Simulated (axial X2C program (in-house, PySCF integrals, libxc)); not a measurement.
## Low determinants of GaP⁻ at the PBE0 level, scalar-relativistic

Computed with an axial X2C code built on PySCF integrals. Spin-free means the one-electron spin-free X2C Hamiltonian. Basis: Ga dyall-acv3z [10s10p8d5f1g], P dyall-av3z [9s8p3d2f] (cores contracted in-house); Gaussian nuclei, density fitting, unrestricted open shells. Masses: Ga 68.926 u, P 30.974 u.

Search at 2.134 Å (vertical energies from the lowest determinant):

```tsv
ΔE (eV)	state	electrons beyond evenly filled partner blocks	electrons in σ, π, δ, φ
0.00	M_S = 1/2, Λ = 0	σα	23 20 4 0
0.19	M_S = 1/2, Λ = 1	π+α, π+β, π-α	24 19 4 0
2.05	M_S = 3/2, Λ = 0	σα, π+α, π+β, 2 × π-α	23 20 4 0
2.05	M_S = 3/2, Λ = 2	σα, 2 × π+α, π+β, π-α	23 20 4 0
2.31	M_S = 1/2, Λ = 2	σα, π+α, 2 × π+β, π-α	23 20 4 0
2.43	M_S = 3/2, Λ = 1	2 × σα, π+α, π+β, π-α	24 19 4 0
2.43	M_S = 3/2, Λ = 1	2 × π+α, π-α	24 19 4 0
```

Lowest determinant, M_S = 1/2, Λ = 0 (beyond evenly filled blocks: σα): Re = 2.130 Å, ωe = 437.2 cm⁻¹.

The determinant in row 2 of the search, M_S = 1/2, Λ = 1 (beyond evenly filled blocks: π+α, π+β, π-α), was followed along the bond at PBE0; measured from the minimum of the lowest determinant it gives:

Te = 0.088 eV (711 cm⁻¹), Re = 2.260 Å, ωe = 379.4 cm⁻¹.

Problem. Compare the bond of the determinant in row 2 with that of the lowest one.

Solution. At PBE0 its Re is 0.130 Å longer and its force constant, which goes as ωe², is 0.75 times that of the lowest determinant. T0 ≈ Te + Δωe/2 = 711 + (-29) = 682 cm⁻¹.

The search compares states at one distance, so a state with another bond length can lie lower; it is not exhaustive and yields mostly the lowest determinant of each block pattern, so other components and higher states of one pattern are missing. These are energies of single determinants, not of spin-adapted states; PBE0 term energies can be off by some tenths of an eV, and the functional has no current term. The lowest determinant need not be the ground state where others lie within half an eV. For an anion, determinants above electron detachment are held by the basis set. The highest occupied level of some functionals is positive through self-interaction error; at Hartree–Fock it is bound.
